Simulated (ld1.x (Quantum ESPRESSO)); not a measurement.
What one change does to a pseudopotential (indium, ultrasoft)

```
Element                 : indium
Generator               : ld1.x (Quantum ESPRESSO) 7.5
Type                    : ultrasoft
Functional              : BLYP
Relativity              : scalar-relativistic
Frozen core             : [Kr]
Valence charge          : 13
Reference configuration : 4d10 5s1 5p2
Partial waves           : 5s (bound): rcut 1.95, rcutus 2.10 bohr; 5s channel at -0.3 Ry: rcut 1.95, rcutus 2.10 bohr; 5p (bound): rcut 2.15, rcutus 2.70 bohr; 5p channel at 0.4 Ry: rcut 2.15, rcutus 2.70 bohr; 4d (bound): rcut 1.35, rcutus 1.65 bohr; 4d channel at -0.25 Ry: rcut 1.35, rcutus 1.65 bohr
Local potential         : all-electron potential smoothed inside 1.35 bohr (lloc = -1)
Core correction         : a·sin(br)/r model core inside 1.55 bohr
Augmentation charge     : built from norm-conserving waves at rcut, not smoothed further
```

Change: core correction a·sin(br)/r model core inside 1.28 bohr.

Cutoffs: the cutoffs (Ry, on a coarse ladder) from which the occupation-weighted sum of valence levels, in a spherical-Bessel basis at the reference potential, stays within 10 and 1 mRy of its value at 400 Ry; they do not see the model core or the augmentation charge, which bear on the density cutoff. Errors are all-electron minus pseudo energies relative to the spin-unpolarised reference configuration.

Question: Predict the effect on cutoff, ghosts and configuration errors.

Answer: The potential gets neither clearly harder nor softer (40 Ry and 70 Ry → 40 Ry and 70 Ry); both files keep a bound ghost (p, s); of the 7 tests that both files solve, the error grows in 3 and shrinks in 0 by more than 15 % and 0.3 meV (median size 2.4 → 2.7 meV). A model core, the more so a compact one, raises the density cutoff, which this test does not measure.

```tsv
quantity	base	changed
cutoff, loose	40 Ry	40 Ry
cutoff, tight	70 Ry	70 Ry
bound ghosts	s, p	s, p
error for 4d10 5s2 5p1, meV [ΔE -5.87 eV]	-0.7	-1.0
error for 4d10 5s2 5p0, meV [ΔE -0.51 eV]	-2.4	-2.7
error for 4d10 5s1 5p0, meV [ΔE 18.81 eV]	-10	-11
error for 4d10 5s2 5p1.3, meV [ΔE -6.38 eV]	-0.5	-0.8
error for 4d9 5s2 5p1, meV [ΔE 19.03 eV]	-147	-157
error for 4d9 5s0 5p0, meV [ΔE 103.59 eV]	-11	-31
error for 4d10 5s1 5p1, meV [ΔE 6.07 eV]	-2.1	-2.1
s: phases at 2.94 bohr within 0.05 rad from the reference energy up to (Ry; the scan ends near 5)	2.7	2.7
p: phases at 2.94 bohr within 0.05 rad from the reference energy up to (Ry; the scan ends near 5)	3.5	3.5
d: phases at 2.94 bohr within 0.05 rad from the reference energy up to (Ry; the scan ends near 5)	to the end of the scan	to the end of the scan
lowest overlap eigenvalue by channel	s 0.11, p 0.32, d 0.95	s 0.11, p 0.32, d 0.95
```

 A true bound ghost makes a file unfit for plane-wave use even where its test errors are small: the radial tests pick states by their node count and pass the ghost by.
